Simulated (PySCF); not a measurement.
Se(Me)(SH) (CH4SSe), SMILES [Se](C)S.

The structure is a stationary point at PBE0-D3(BJ)/def2-SVP. Other conformers were not sampled.

The numbers are results of TDA-PBE0/def2-SVPD (PySCF), not measurements.

Vertical excitations. 

```tsv
state	energy (eV)	λ (nm)	f	main pairs
S1	3.95	314	0.004	HOMO→LUMO 98 %
S2	4.65	267	0.008	HOMO−1→LUMO 97 %
S3	5.56	223	0.011	HOMO→LUMO+2 66 %, HOMO→LUMO+1 31 %
S4	5.69	218	0.003	HOMO→LUMO+1 67 %, HOMO→LUMO+2 31 %
S5	6.10	203	0.014	HOMO−1→LUMO+1 86 %
S6	6.51	190	0.024	HOMO→LUMO+3 96 %
S7	6.61	188	0.024	HOMO−1→LUMO+2 75 %, HOMO−2→LUMO 12 %
S8	7.02	177	0.070	HOMO→LUMO+4 94 %
S9	7.13	174	0.099	HOMO−2→LUMO 37 %, HOMO→LUMO+5 26 %, HOMO→LUMO+6 12 %, HOMO−3→LUMO 7 %
S10	7.28	170	0.033	HOMO→LUMO+6 55 %, HOMO−2→LUMO 14 %, HOMO→LUMO+5 10 %, HOMO−3→LUMO 9 %
T1	3.25	381	0	HOMO→LUMO 98 %
T2	3.95	314	0	HOMO−1→LUMO 97 %
T3	4.99	249	0	HOMO→LUMO+2 84 %
T4	5.31	233	0	HOMO→LUMO+1 84 %
```
Triplets are in the Tamm–Dancoff approximation.
